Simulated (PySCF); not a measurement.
Work out the structure from these simulated measurements.

Elements present: B, C, H and O. Monoisotopic mass: 104.0645 u.

* Polarisability: 63.3 au [CAM-B3LYP/def2-SVPD]
* Couplings: largest of the computed one-bond spin–spin couplings (means over like bonds): 13C–1H +146.8 (×9), 17O–11B -24.9 (×3), 17O–13C +16.2 (×3) Hz [B3LYP/pcJ-1, spin–dipole term left out for some pairs]
* Rotational structure: rotational constants A, B, C: 3.790, 2.007, 1.347 GHz [PBE0-D3(BJ)/def2-SVP]
* 1H NMR: chemical shifts (computed TMS as zero) by class: 3.75 (9 H) ppm [GIAO B3LYP/pcSseg-1]
* 13C NMR: chemical shifts (computed TMS as zero) by class: 53.4 (3 C) ppm [GIAO B3LYP/pcSseg-1]
* UV, strongest line: among the 10 lowest singlet transitions: S9 at 8.66 eV (143 nm, f = 0.108) [TDDFT CAM-B3LYP/def2-SVPD]
* UV, first state: lowest singlet excitation: 7.39 eV (168 nm, f = 0.000) [TDDFT CAM-B3LYP/def2-SVPD]
* Triplet: lowest triplet excitation (Tamm–Dancoff): 7.28 eV [TDA CAM-B3LYP/def2-SVPD]
* NMR, other nuclei: isotropic shieldings of nuclei other than C and H, by class: 83 (1 B), 268 (3 O) ppm [GIAO B3LYP/pcSseg-1]
* Dipole: 2.86 D [CAM-B3LYP/def2-SVPD]

The electronic properties come from PySCF, for the isolated species, density fitting. Levels stand in brackets. Isolated species at its PBE0-D3(BJ)/def2-SVP geometry (one conformer only). NMR classes are plain means over equivalent atoms (diastereotopic ones count apart unless rotation or inversion swaps them), as if these changed places fast.

Question: Which formula fits the mass and the elements?

Answer: C3H9BO3 (calculated 104.0645). No other formula that holds each of these elements comes within 0.0003 u with a fitting electron parity and a possible valence count.

Question: Give a SMILES that accounts for the data.

Answer: 3 carbons fall into 1 class: carbon bonded to O and 3 H (53.4 ppm, 3 C). All hydrogens form one class (3.75 ppm): hydrogen on carbon. The other shieldings belong to: 83 ppm, boron bonded to 3 O; 268 ppm, oxygen bonded to B and C. The couplings run between: +146.8 Hz, carbon bonded to O and 3 H and its hydrogen (with 8 like pairs); -24.9 Hz, oxygen bonded to B and C and boron bonded to 3 O (with 2 like pairs); +16.2 Hz, oxygen bonded to B and C and carbon bonded to O and 3 H (with 2 like pairs). By its constants the optimised geometry is an asymmetric top. Structure: B(OMe)3 (`COB(OC)OC`). The assignments are read from this structure; whether some other isomer fits the data as well wasn't checked.
